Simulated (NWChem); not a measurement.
The numbers come from NWChem runs, not from measurements. System: C2H4I, charge 1, spin multiplicity 1, at the geometry of a parent with another charge or spin, in a state set for the comparison that need not be this species' ground state. Level: PBE0/x2c-SVPall-2c, spin-orbit ZORA.

Part of the output:

```
             Northwest Computational Chemistry Package (NWChem) 7.3.0
             --------------------------------------------------------

                                NWChem Input Module
                                -------------------

 Scaling coordinates for geometry "geometry" by  1.889725989
 (inverse scale =  0.529177249)

                             Geometry "geometry" -> ""
                             -------------------------

 Output coordinates in angstroms (scale by  1.889725989 to convert to a.u.)

  No.       Tag          Charge          X              Y              Z
 ---- ---------------- ---------- -------------- -------------- --------------
    1 C                    6.0000    -2.40966900     0.25331800     0.59553300
    2 C                    6.0000    -1.05641700     0.85107600     0.60159000
    3 I                   53.0000     0.56649400    -0.16678200    -0.18312300
    4 H                    1.0000    -3.07531300     0.82819500     1.25932100
    5 H                    1.0000    -2.86760600     0.25864000    -0.41321200
    6 H                    1.0000    -2.40170200    -0.79421800     0.93658100
    7 H                    1.0000    -0.88304500     1.92049100     0.74010800

 Effective nuclear repulsion energy (a.u.)     201.2742729152

            Nuclear Dipole moment (a.u.)
            ----------------------------
        X                 Y               Z
 ---------------- ---------------- ----------------
     0.0000000000     0.0000491329     0.0000321253


 Summary of "ao basis" -> "" (spherical)
 ------------------------------------------------------------------------------
       Tag                 Description            Shells   Functions and Types
 ---------------- ------------------------------  ------  ---------------------
 *                       x2c-svpall-2c                on all atoms

                                 NWChem DFT Module
                                 -----------------

 Summary of "ao basis" -> "ao basis" (spherical)
 ------------------------------------------------------------------------------
       Tag                 Description            Shells   Functions and Types
 ---------------- ------------------------------  ------  ---------------------
 C                       x2c-svpall-2c               6       14   3s2p1d
 I                       x2c-svpall-2c              18       50   6s8p4d
 H                       x2c-svpall-2c               3        5   2s1p

 Summary of "ao basis" -> "ao basis" (spherical)
 ------------------------------------------------------------------------------
       Tag                 Description            Shells   Functions and Types
 ---------------- ------------------------------  ------  ---------------------
 C                       x2c-svpall-2c               6       14   3s2p1d
 I                       x2c-svpall-2c              18       50   6s8p4d
 H                       x2c-svpall-2c               3        5   2s1p

            General Information
            -------------------
          SCF calculation type: DFT
          Wavefunction type:  closed shell.
          No. of atoms     :     7
          No. of electrons :    68
           Alpha electrons :    34
            Beta electrons :    34
          Charge           :     1
          Spin multiplicity:     1
          Use of symmetry is: off; symmetry adaption is: off
          Maximum number of iterations: 100
          AO basis - number of functions:    98
                     number of shells:    42
          Convergence on energy requested:  1.00D-06
          Convergence on density requested:  1.00D-05
          Convergence on gradient requested:  5.00D-04

              XC Information
              --------------
                         PBE0 Method XC Functional
                     Hartree-Fock (Exact) Exchange  0.250
          PerdewBurkeErnzerhof Exchange Functional  0.750
            Perdew 1991 LDA Correlation Functional  1.000 local
           PerdewBurkeErnz. Correlation Functional  1.000 non-local

             Grid Information
             ----------------
          Grid used for XC integration:  fine
          Radial quadrature: Mura-Knowles
[...]
    52     0.300982  -0.228673  3 I  pz                49     0.300807  -0.226976  3 I  pz
    43    -0.254534   0.193697  3 I  pz               150     0.075577  -0.166693  3 I  pz
   146     0.137185   0.110530  3 I  py                20     0.139677  -0.102642  2 C  pz
   147     0.073027  -0.150170  3 I  pz               141    -0.065890   0.142533  3 I  pz
   149     0.122960   0.091334  3 I  py                50     0.119288  -0.090993  3 I  px

 Vector   67  Occ=1.000000D+00  E=-5.001127D-01
              MO Center=  4.1D-01, -1.0D-01, -1.3D-01, r^2= 1.9D+00
  Bfn.         Coefficient        Function           Bfn.         Coefficient        Function
  ----     -------------------  ------------         ----     -------------------  ------------
    51     0.460234   0.053786  3 I  py                48     0.414528   0.035072  3 I  py
    42    -0.368909  -0.042779  3 I  py                50     0.329935  -0.018263  3 I  px
    47     0.285576   0.000684  3 I  px                41    -0.255590   0.015529  3 I  px
    39     0.150026   0.037127  3 I  py               150     0.067345   0.126362  3 I  pz
    38     0.105773  -0.033952  3 I  px               141    -0.051772  -0.096753  3 I  pz

 Vector   68  Occ=1.000000D+00  E=-5.001127D-01
              MO Center= -3.4D-02,  2.2D-02,  1.5D-02, r^2= 3.4D-01
  Bfn.         Coefficient        Function           Bfn.         Coefficient        Function
  ----     -------------------  ------------         ----     -------------------  ------------
   149     0.320799   0.334360  3 I  py               146     0.278281   0.309230  3 I  py
   140    -0.256876  -0.268214  3 I  py               148     0.184685   0.274011  3 I  px
   145     0.172999   0.227212  3 I  px               139    -0.141968  -0.213102  3 I  px
   137     0.120191   0.097162  3 I  py                52    -0.141388   0.022629  3 I  pz
   136     0.036812   0.104812  3 I  px                43     0.108383  -0.017162  3 I  pz

 Vector   69  Occ=0.000000D+00  E=-3.640562D-01
              MO Center= -7.0D-01,  4.5D-01,  3.7D-01, r^2= 2.6D+00
  Bfn.         Coefficient        Function           Bfn.         Coefficient        Function
  ----     -------------------  ------------         ----     -------------------  ------------
    20     0.487021  -0.037489  2 C  pz                23     0.427207  -0.032830  2 C  pz
    52    -0.351958   0.021872  3 I  pz                49    -0.259869   0.015595  3 I  pz
    43     0.228925  -0.014475  3 I  pz                84     0.168245  -0.012282  5 H  s
    19    -0.138260   0.006829  2 C  py               118     0.119449   0.063124  2 C  pz
    85     0.129328  -0.008988  5 H  s                 18     0.119370  -0.002847  2 C  px

 Vector   70  Occ=0.000000D+00  E=-3.640562D-01
              MO Center= -4.4D-02,  2.9D-02,  2.0D-02, r^2= 2.1D-01
  Bfn.         Coefficient        Function           Bfn.         Coefficient        Function
  ----     -------------------  ------------         ----     -------------------  ------------
   118     0.482214   0.077877  2 C  pz               121     0.422995   0.068259  2 C  pz
   150    -0.348918  -0.051078  3 I  pz               147    -0.257671  -0.037161  3 I  pz
   141     0.226927   0.033471  3 I  pz               182     0.166640   0.026237  5 H  s
   117    -0.137212  -0.018308  2 C  py                20    -0.124287   0.052967  2 C  pz
   183     0.128132   0.019716  5 H  s                116     0.118719   0.012768  2 C  px

 Vector   71  Occ=0.000000D+00  E=-2.444555D-01
              MO Center=  7.2D-02,  1.0D-01,  2.9D-02, r^2= 3.0D+00
  Bfn.         Coefficient        Function           Bfn.         Coefficient        Function
  ----     -------------------  ------------         ----     -------------------  ------------
    17     0.782066   0.134235  2 C  s                 50     0.690995   0.146338  3 I  px
    51    -0.447585  -0.039095  3 I  py                34    -0.419642  -0.075631  3 I  s
    21     0.355569   0.066121  2 C  px                52    -0.320124  -0.059525  3 I  pz
    16     0.303312   0.053189  2 C  s                 18     0.303265   0.052018  2 C  px
    47     0.267128   0.045318  3 I  px                41    -0.247284  -0.052804  3 I  px

   alpha - beta orbital overlaps
   -----------------------------

   alpha      1      2      3      4      5      6      7      8      9     10
    beta      1      2      1      4      5      6      4      5      6     18
 overlap   1.040  0.254  0.076  0.183  0.208  0.200  0.065  0.090  0.095  0.006

   alpha     11     12     13     14     15     16     17     18     19     20
    beta     79     84     52     19     15     16     16     18     19     20
 overlap   0.004  0.005  0.004  0.006  1.050  0.332  0.126  0.213  0.219  0.101

   alpha     21     22     23     24     25     26     27     28     29     30
    beta     18     19     52     18     47     16      6     51     29     30
 overlap   0.092  0.100  0.072  0.007  0.004  0.005  0.008  0.008  1.171  1.530

   alpha     31     32     33     34     35     36     37     38     39     40
    beta     31     32     33     33     35     36     37     38     39     40
 overlap   1.849  2.051  1.009  0.266  1.298  1.298  1.298  1.615  1.618  1.617

   alpha     41     42     43     44     45     46     47     48     49     50
    beta     41     42     43     35     36     37     47     48     49     47
 overlap   1.394  1.429  1.393  0.020  0.020  0.020  0.232  0.278  0.228  0.209

   alpha     51     52     53     54     55     56     57     58     59     60
    beta     51     52     41     42     43     35     36     37     59     60
 overlap   0.287  0.227  0.023  0.025  0.023  0.057  0.056  0.057  1.153  1.153

   alpha     61     62     63     64     65     66     67     68     69     70
    beta     61     62     63     64     65     66     67     68     64     65
 overlap   1.153  1.153  1.153  1.136  1.135  1.135  1.136  1.135  0.015  0.019

   alpha     71     72     73     74     75     76     77     78     79     80
    beta     66     49     68     64     65     66     67     68     79     79
 overlap   0.019  0.019  0.018  0.015  0.015  0.015  0.015  0.015  0.178  0.042

   alpha     81     82     83     84     85     86     87     88     89     90
    beta     79      2      2     84     84      6      5      2     89      5
 overlap   0.007  0.006  0.007  0.170  0.036  0.006  0.006  0.010  0.176  0.043

   alpha     91     92     93     94     95     96     97     98
    beta      4      2     84     94     94     18     16     52
 overlap   0.004  0.010  0.004  0.176  0.031  0.003  0.012  0.003

     --------------------------
     Expectation value of S2:
     --------------------------
      <S2> =      0.0346 (Exact =     0.0000)

     Multipole analysis of the density
     ---------------------------------

     L   x y z        total         alpha         beta         nuclear
     -   - - -        -----         -----         ----         -------
     0   0 0 0      1.000000    -34.000000    -34.000000     69.000000

     1   1 0 0     -1.533932     -0.766966     -0.766966      0.000000
     1   0 1 0      0.608234      0.304092      0.304092      0.000049
     1   0 0 1      0.424601      0.212284      0.212284      0.000032

     2   2 0 0    -16.379495   -155.982357   -155.982357    295.585219
     2   1 1 0     -3.216942     28.998330     28.998330    -61.213601
     2   1 0 1     -3.102577     40.430744     40.430744    -83.964065
     2   0 2 0    -24.825502    -32.548433    -32.548433     40.271364
     2   0 1 1      1.541504    -12.101980    -12.101980     25.745465
     2   0 0 2    -25.940853    -29.501422    -29.501422     33.061990

 Task  times  cpu:       27.7s     wall:       27.7s

 Total times  cpu:       27.7s     wall:       27.7s
```

**Question.** Write an NWChem input that would produce this output.

**Answer.** This is not unique; one that fits is 
```
start mol
memory heap 200 mb stack 900 mb global 1100 mb
charge 1
geometry units angstroms nocenter noautoz noautosym
  C     -2.409669     0.253318     0.595533
  C     -1.056417     0.851076     0.601590
  I      0.566494    -0.166782    -0.183123
  H     -3.075313     0.828195     1.259321
  H     -2.867606     0.258640    -0.413212
  H     -2.401702    -0.794218     0.936581
  H     -0.883045     1.920491     0.740108
end
basis spherical
  * library x2c-svpall-2c
end
relativistic
  zora on
end
dft
  xc pbe0
  semidirect memsize 60000000 filesize 0
  iterations 100
  grid fine
end
task sodft energy
```
